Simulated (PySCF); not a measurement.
Compound: [MnO4]2- (charge -2 and doublet state).
Bonds: Mn1–O2, Mn1–O3, Mn1–O4, Mn1–O5.

Computed with PBE0-D3(BJ)/def2-SVP geometry optimisation, gas phase in PySCF 2.14.0.

**Question.** How far are the bound atoms from Mn1?

**Answer.** 4 atoms: O3 1.628 Å, O4 1.629 Å, O5 1.629 Å, O2 1.630 Å.

**Question.** List the angles at Mn1.

**Answer.** 
| angle | degrees | distance of the outer atoms (Å) |
| --- | --- | --- |
| O2–Mn1–O4 | 110.8 | 2.68 |
| O3–Mn1–O5 | 110.6 | 2.68 |
| O2–Mn1–O5 | 109.0 | 2.65 |
| O3–Mn1–O4 | 108.9 | 2.65 |
| O4–Mn1–O5 | 108.8 | 2.65 |
| O2–Mn1–O3 | 108.7 | 2.65 |

**Question.** What is the shape at Mn1?

**Answer.** Tetrahedral: angles from 108.7° to 110.8°; τ4 = (360° − α − β)/141° = 0.98 with α and β the two widest (0 for a square, 1 for a tetrahedron).

Charge -2, doublet. ⟨S²⟩ = 0.773 (exact for a doublet: 0.75). Whether so highly charged an anion holds all its electrons in the gas phase wasn't checked; a finite basis holds them in any case. No counter-ion or solvent screens the charge of this multiply charged ion. No PBE0-D3(BJ)/def2-SVP frequencies stand behind this structure, so it isn't proved a minimum.
